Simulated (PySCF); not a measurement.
Input file for PySCF: R-HF/STO-3G on CH5GeN (SMILES [CH3][Ge][NH2]), a point of a bond scan (R = 2.324 Å).

```python
from pyscf import gto, scf, dft, mp
from pyscf.data.elements import chemcore

mol = gto.M(
    atom='''
    Ge   -0.21703830   -0.01007012    0.44524688
    C     0.73026279    1.39571344   -0.65095540
    H     0.39073173    2.39683126   -0.38074917
    H     0.59421149    1.25013447   -1.72469069
    H     1.80124161    1.34067309   -0.42974829
    N    -0.03643845   -1.35482851   -0.78605328
    H     0.97346248   -1.14909139   -2.86852839
    H    -0.37011551   -2.29049868   -0.61312951
    ''',
    basis='sto-3g',
    charge=0, spin=0, verbose=3, max_memory=1800)
mf = scf.RHF(mol)
mf.conv_tol = 1e-8
mf.max_cycle = 100
mf.kernel()
if not mf.converged:
    mf = mf.newton().run(mf.mo_coeff, mf.mo_occ)
```

It printed:

```
converged SCF energy = -2145.46236120276
```

The calculation finished and met its thresholds.

Cost: about 0.5 core-seconds (a rough figure).
